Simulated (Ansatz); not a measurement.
The same path of CH5FOZn (9 atoms, charge 0, multiplicity 1) was run twice with different band settings.

Method: Ansatz, RKS PBE0-D4/def2-SVP.

Relaxed end points:

```xyz
9
Properties=species:S:1:pos:R:3
Zn -0.154 -0.474 0.298
F -0.848 -2.137 0.006
C 0.357 1.130 1.255
H -0.361 -1.653 -1.559
O 0.096 -0.827 -1.853
H -0.339 1.337 2.083
H 0.365 2.004 0.586
H 1.366 1.026 1.683
H -0.482 -0.406 -2.500
```

```xyz
9
Properties=species:S:1:pos:R:3
Zn -0.047 -0.498 0.290
F -0.551 -2.228 0.007
C 0.375 1.127 1.256
H -0.352 -1.636 -1.584
O -0.054 -0.744 -1.889
H -0.510 1.518 1.781
H 0.740 1.909 0.572
H 1.156 0.942 2.009
H -0.758 -0.390 -2.443
```

Common settings: climbing image yes; spring 5.0 eV/Å²; optimiser quadratic models (default); start path through a guess of the saddle point; force threshold 0.03 eV/Å; iteration limit 60; end points relaxed.

| run | movable images |
| --- | --- |
| 1 | 5 |
| 2 | 2 |

Question: What does each run give, and how far can it be trusted?

Answer: Run 1: converged after 17 iterations, highest image 0.001 eV above the first end. The top lies less than 8 meV above the higher end, about what the thresholds resolve: the motion is nearly free. A vibrational analysis at the climbing image gives no mode beyond 40i cm⁻¹: the surface is too flat there to confirm a saddle point.
Run 2: converged after 12 iterations, highest image 0.000 eV above the first end. The top lies less than 8 meV above the higher end, about what the thresholds resolve: the motion is nearly free. Another band between the same ends (5 images) ends at a top of the same energy, where a vibrational analysis finds no clearly imaginary modes. So few images can step over the top or miss a turn of the path.
